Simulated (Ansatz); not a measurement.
Calculated with Ansatz (gas phase, PBE0-D4/def2-TZVP geometries, no zero-point term in ΔE). CBS: MP2 limit from def2 TZ/QZ plus the TZ coupled-cluster correction, frozen cores. Functionals use def2-TZVPP. For Ge outer-core shells are correlated without core-valence functions, which leaves a few kJ/mol of doubt a bond. Scalar relativity is left out up to krypton. Each species was taken in one conformer, which may not be the lowest.

Reaction (redistribution): `C[SiH](O)Cl` + `O[SiH2][GeH2][F]` → `O[SiH2][SiH](O)Cl` + `[CH3][GeH2][F]`

`C[SiH](O)Cl`:

Cartesian coordinates in Å:
```
C -0.547 -0.596 0.870
Si 0.606 0.338 -0.237
O -0.152 1.442 -1.177
Cl 1.581 -1.042 -1.425
H 0.009 -1.296 1.498
H -1.091 0.096 1.519
H -1.273 -1.169 0.289
H 1.631 1.096 0.508
H -0.765 1.131 -1.845
```

`O[SiH2][GeH2][F]`:

Cartesian coordinates in Å:
```
O 0.923 -1.683 -0.388
Si 0.776 -0.501 0.746
Ge -0.817 1.005 -0.227
F -1.091 0.113 -1.731
H 0.381 -1.567 -1.174
H 2.080 0.168 0.989
H 0.285 -1.055 2.033
H -2.205 1.123 0.425
H -0.331 2.396 -0.673
```

`O[SiH2][SiH](O)Cl`:

```xyz
10

O    -1.815   -0.692    0.896
Si   -0.195   -0.709    1.205
Si    0.829    0.519   -0.515
O    -0.244    0.301   -1.748
Cl    0.974    2.526   -0.049
H    -2.059   -0.600   -0.028
H     0.356   -2.095    1.213
H     0.029   -0.106    2.541
H     2.202    0.126   -0.925
H    -0.076    0.728   -2.590
```

`[CH3][GeH2][F]`:

Cartesian coordinates in Å:
```
C -0.664 -0.731 -0.340
Ge 0.506 0.698 0.242
F 1.790 -0.058 1.157
H -1.496 -0.326 -0.918
H -1.063 -1.261 0.526
H -0.111 -1.434 -0.963
H -0.166 1.683 1.213
H 1.203 1.430 -0.917
```

| level | ΔE (kJ/mol) |
| --- | --- |
| PBE0-D4 | 32.5 |
| ωB97X-V | 32.5 |
| CCSD(T)/def2-TZVPP | 30.1 |
| HF/def2-QZVPP | 30.9 |

Problem. What does CCSD(T)/CBS give? (Best estimate.)

Solution. The calculation gave: +32.1 kJ/mol. The listed levels differ from it by 0.4, 0.4, -2.0, -1.2 kJ/mol.

Largest T1 diagnostic among the species: 0.012.
